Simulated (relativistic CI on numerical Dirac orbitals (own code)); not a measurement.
Eu3+ (4f6) in a crystal field

Calculated by Dirac-Coulomb-Breit CI, orbitals from a KLI potential per configuration, QED by a radiative potential, one configuration in a parametric crystal field, unscaled Slater integrals (own radial code). With so little scaling, terms lie 10 to 35 % too far apart, which can change the order of excited levels.

Field parameters in Wybourne normalisation; cubic f-shell fields have B⁴₄ = √(5/14) B⁴₀ and B⁶₄ = −√(7/2) B⁶₀. The field is a parameter set, without covalency.

S and J are read from ⟨S²⟩ = S(S + 1) and ⟨J²⟩ = J(J + 1) of each level; they are not fictitious spins.

Oh, B40 = -940, B60 = 800 cm⁻¹, the lowest 10 levels:

```tsv
E (cm⁻¹)	Degeneracy	Irrep	S	J
0.0	1	A1	2.96	0.26
345	3	T1	2.96	1.13
883	3	T2	2.97	2.15
1106	2	E	2.97	2.01
1787	3	T1	2.98	3.10
1799	3	T2	2.98	3.01
1987	1	A2	2.98	3.01
2388	1	A1	2.99	4.02
2780	3	T1	2.99	4.00
2863	3	T2	2.99	4.01
```

D4h, B20 = -790, B40 = 1530, B44 = -1040, B60 = 710, B64 = 780 cm⁻¹, the lowest 16 levels:

```csv
E (cm⁻¹),Degeneracy,Irrep,S,J
0.0,1,A1,2.96,0.41
197,1,A2,2.96,1.16
448,2,E,2.96,1.17
850,1,A1,2.97,1.99
924,1,B2,2.97,2.10
1020,2,E,2.97,2.13
1228,1,B1,2.97,2.07
1742,1,B1,2.98,3.14
1828,1,B2,2.98,3.04
1888,2,E,2.98,3.02
1959,1,A2,2.98,3.02
1962,2,E,2.98,3.01
2646,2,E,2.99,3.98
2780,1,B1,2.99,3.93
2891,1,A1,2.99,4.08
2891,1,A2,2.99,4.09
```

The next free-ion level lies 353 cm⁻¹ above the lowest; the ground level cannot split, and the field only mixes in higher J.

Levels of this model without a field, named by their leading LS term: ⁷F0 0, ⁷F1 353, ⁷F2 988, ⁷F3 1828, ⁷F4 2806, ⁷F5 3875, ⁷F6 4999, ⁵D0 19668 cm⁻¹.
